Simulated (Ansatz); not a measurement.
Ansatz (an electronic-structure program) input (MP2/6-31G*):

Ansatz 0.2 input:
```yaml
crystal:
  periodic: [false, false, false]
  atoms:
    - {symbol: C, position_ang: [-0.80096400, 2.26702400, -0.93365000]}
    - {symbol: O, position_ang: [-0.21947600, 1.45539100, 0.07336300]}
    - {symbol: Ge, position_ang: [0.11964400, -0.26953400, -0.20606900]}
    - {symbol: O, position_ang: [-1.14385700, -1.28481600, 0.49495500]}
    - {symbol: C, position_ang: [-2.50695600, -0.94364000, 0.28511600]}
    - {symbol: O, position_ang: [1.53978400, -0.70307900, 0.73854200]}
    - {symbol: C, position_ang: [2.75758100, 0.00159200, 0.52939500]}
    - {symbol: H, position_ang: [-0.46879900, 3.29465300, -0.77701700]}
    - {symbol: H, position_ang: [-1.89386000, 2.24244900, -0.87643200]}
    - {symbol: H, position_ang: [-0.50216800, 1.96193700, -1.94352200]}
    - {symbol: H, position_ang: [0.28840300, -0.49170700, -1.72383700]}
    - {symbol: H, position_ang: [-2.77633500, -0.95765900, -0.77787700]}
    - {symbol: H, position_ang: [-3.11353800, -1.68921300, 0.79965100]}
    - {symbol: H, position_ang: [-2.74395200, 0.04270500, 0.69511500]}
    - {symbol: H, position_ang: [3.11873300, -0.10148000, -0.50047200]}
    - {symbol: H, position_ang: [2.65150900, 1.06505200, 0.76062500]}
    - {symbol: H, position_ang: [3.50182400, -0.43146100, 1.19790600]}
basis:
  gaussian:
    orbitals: 6-31G*
total_charge: 1
magnetization: {spin_polarized: true, initial_magnetization: 1}
correlation: {method: mp2, electrons: outside_noble_gas}
```

Output:

```
Functional definition: HF
integrals: 0.23 GiB planned
1443 factors; integrals over basis functions are off by at most 6.2e-4 eV
mean field: 1.60 GiB planned
mean field evaluation 1: about -65808.7426 eV, gradient 4.2e1 eV
mean field evaluation 2: about -65808.8078 eV, gradient 4.2e1 eV
mean field evaluation 4: about -65816.4018 eV, gradient 4.0e0 eV
mean field evaluation 8: about -65816.8596 eV, gradient 2.3e0 eV
mean field evaluation 16: about -65818.1813 eV, gradient 2.1e-2 eV
mean field evaluation 32: about -65817.6891 eV, gradient 4.4e0 eV
mean field evaluation 64: about -65808.5240 eV, gradient 4.2e1 eV
mean field evaluation 96: about -65816.7598 eV, gradient 2.6e-2 eV
mean field -65818.18130308 eV, -2418.7735497227 hartree, gradient 1.3e-6 eV, S^2 0.760456; 10 other end points of the search recorded, 0 dependent functions left out
20 core orbitals not correlated
reference -65818.18130308 eV, -2418.7735497227 hartree; 22, 21 occupied and 103, 104 virtual orbitals, 1443 factors
second order -26.31480695 eV of doubles, -0.00000000 eV of singles
Total energy: -65844.49611003 eV, -2419.7406010412 hartree
```

The dipole moment of an ion depends on the origin.

The geometry given is a B3LYP-D3(BJ)/def2-TZVP minimum of the species of charge 0 and multiplicity 1, not of this state.
